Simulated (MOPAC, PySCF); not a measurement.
H2F2Si2, SMILES `F/[SiH]=[SiH]\F`, neutral singlet in the gas phase. 

Cartesian coordinates (Å):
```xyz
6

F      1.9079     1.1244     1.1305
Si     0.9764    -0.1421     0.8162
Si    -0.9699     0.1165    -0.2551
F     -1.9598     1.3175     0.1302
H      1.8178    -1.1259     0.0704
H     -1.7579    -1.1484    -0.1480
```
Charge 0, spin multiplicity 1.

All levels are single points at this geometry (r2SCAN-D4/def2-TZVP); Pople sets use spherical d functions. Orbital energies aren't observables, and empty levels follow the basis.

```
level                          HOMO (eV)  LUMO (eV)  gap (eV)  dipole (D)  vertical IE, Delta-SCF (eV)
-----------------------------  ---------  ---------  --------  ----------  ---------------------------
PBE-D3(BJ)/def2-TZVP in PySCF      -5.62      -3.33      2.29        1.38                         8.50
r2SCAN-D4/def2-TZVP in PySCF       -5.80      -3.28      2.52        1.43                         8.48
B3LYP/6-311+G** in PySCF           -6.48      -3.02      3.46        2.00                            –
B3LYP/6-31G* in PySCF              -6.15      -2.63      3.52        1.57                         8.45
B3LYP/LANL2DZ in PySCF             -6.72      -3.19      3.53        2.91                            –
BP86/6-31G* in PySCF               -5.54      -3.20      2.34        1.35                            –
M06-2X/6-31G* in PySCF             -7.16      -1.77      5.39        1.74                            –
SVWN5/6-31G* in PySCF              -5.54      -3.24      2.30        1.50                         8.55
HF/6-31G* in PySCF                 -8.14       0.27      8.41        2.04                         7.39
HF/STO-3G in PySCF                 -4.41       5.05      9.46        1.08                            –
PM3 in MOPAC                       -7.88      -2.04      5.84        1.08                            –
PM6 in MOPAC                       -7.08      -1.33      5.75        2.93                            –
PM7 in MOPAC                       -8.83      -3.01      5.82        2.83                            –
```
